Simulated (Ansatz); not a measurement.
`CCCSCCC`, relaxed with RKS PBE0-D4/def2-TZVP in Ansatz 0.2.0 from a PBE-D4/def2-SVP geometry. The force threshold is 0.005 eV/Å; the program also tests the step.

Total charge 0; spin multiplicity 1.

Start:

```xyz
21

C    -0.692    2.488    2.495
C    -0.657    1.105    1.839
C     0.768    0.626    1.551
S     0.895   -1.048    0.828
C     0.327   -0.718   -0.882
C     0.389   -2.000   -1.713
C    -0.070   -1.788   -3.157
H    -0.218    3.257    1.849
H    -0.149    2.490    3.463
H    -1.732    2.816    2.695
H    -1.239    1.127    0.892
H    -1.159    0.355    2.486
H     1.354    0.568    2.493
H     1.305    1.342    0.890
H     0.974    0.068   -1.330
H    -0.713   -0.325   -0.864
H    -0.238   -2.777   -1.224
H     1.429   -2.392   -1.696
H    -1.119   -1.426   -3.200
H    -0.018   -2.730   -3.739
H     0.562   -1.038   -3.677
```

```csv
step,energy (eV),largest force (eV/Å),largest move (Å)
1,-17277.5559,0.631,0.000
2,-17277.6369,0.277,0.039
3,-17277.6458,0.056,0.014
4,-17277.6462,0.026,0.009
5,-17277.6464,0.005,0.013
6,-17277.6465,0.017,0.018
7,-17277.6466,0.018,0.020
8,-17277.6466,0.012,0.017
9,-17277.6466,0.009,0.010
10,-17277.6466,0.005,0.006
```

End:

```xyz
21

C    -0.659    2.477    2.454
C    -0.655    1.104    1.802
C     0.754    0.598    1.547
S     0.863   -1.051    0.826
C     0.280   -0.726   -0.852
C     0.415   -1.979   -1.699
C    -0.073   -1.761   -3.121
H    -0.158    3.217    1.823
H    -0.139    2.459    3.416
H    -1.677    2.828    2.633
H    -1.206    1.145    0.857
H    -1.180    0.381    2.433
H     1.305    0.527    2.490
H     1.310    1.296    0.911
H     0.876    0.087   -1.280
H    -0.764   -0.403   -0.829
H    -0.152   -2.791   -1.231
H     1.462   -2.297   -1.705
H    -1.127   -1.471   -3.139
H     0.031   -2.670   -3.718
H     0.496   -0.970   -3.618
```

Hardware: 2 threads of an AMD EPYC 7R13 on a shared host and a share of an NVIDIA H100 80 GB. Wall time 14 s, peak host memory 0.98 GiB.
